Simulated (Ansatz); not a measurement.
# Match the barriers

Saddle point of CH₉AsSi, closed shell (CH₆Si ([CH3][SiH3]) + AsH₃ → SiAsH₅ ([SiH3][AsH2]) + CH₄; bonds formed: Si1–As7, C2–H6; bonds broken: Si1–C2, H6–As7), PBE0-D4/def2-TZVP structure:

| atom | x (Å) | y (Å) | z (Å) |
| --- | --- | --- | --- |
| Si1 | -1.2383 | -0.0876 | -0.0931 |
| C2 | 0.4357 | 1.2378 | 0.2347 |
| H3 | -1.5427 | -0.4470 | -1.4968 |
| H4 | -1.6832 | -0.9316 | 1.0402 |
| H5 | -2.0319 | 1.1833 | 0.1076 |
| H6 | 0.4415 | -0.0682 | -0.0005 |
| As7 | 0.6268 | -2.0992 | -0.3462 |
| H8 | 0.0955 | 1.5965 | 1.2050 |
| H9 | 1.5223 | 1.0998 | 0.2618 |
| H10 | 0.1818 | 1.9236 | -0.5727 |
| H11 | 1.4830 | -1.9057 | 0.9044 |
| H12 | 1.7097 | -1.5017 | -1.2443 |

Program: Ansatz 0.2.0. Basis: def2-TZVPP, with def2-QZVPP for the basis limit. Cores are frozen in the correlated methods. Filled d shells of the heavier atoms are correlated. The def2 sets are not built for correlating such inner shells, so the correlated values are less sure here. B3LYP uses VWN-RPA correlation. Extrapolation: Hartree–Fock as exp(−7.88 √X), correlation as X^−2.97. Four methods, as single points on the PBE0-D4 structures, gave these electronic barriers from the start structure: 63.18, 66.75, 69.41, 87.46 kcal/mol.

Question: The methods were, in alphabetical order, B3LYP-D4, BLYP-D4, CCSD(T), HF. Which gave which? (A judgement: the text doesn't fix the answer.)

Answer: The calculation gives: BLYP-D4 63.18; B3LYP-D4 66.75; CCSD(T) 69.41; HF 87.46 kcal/mol. For comparison, CCSD(T) at an estimated basis limit (MP2 extrapolated from triple and quadruple zeta, plus CCSD(T) − MP2 in triple zeta) gives 67.49 kcal/mol.

The T1 diagnostic stays at or below 0.012.

Labels in which every atom is bracketed show which atoms are joined, not bond orders.

For scale, one of the runs: CCSD(T)/def2-TZVPP, 247 basis functions, launched by `ansatz run in.yaml --threads 4 --pin off --events-out ev --progress --plain --max-ram 9574MiB`. Time: 2.7 min of wall clock on 4 CPU threads of an Intel Xeon; the host was shared. Peak host memory: 4.9 GiB.
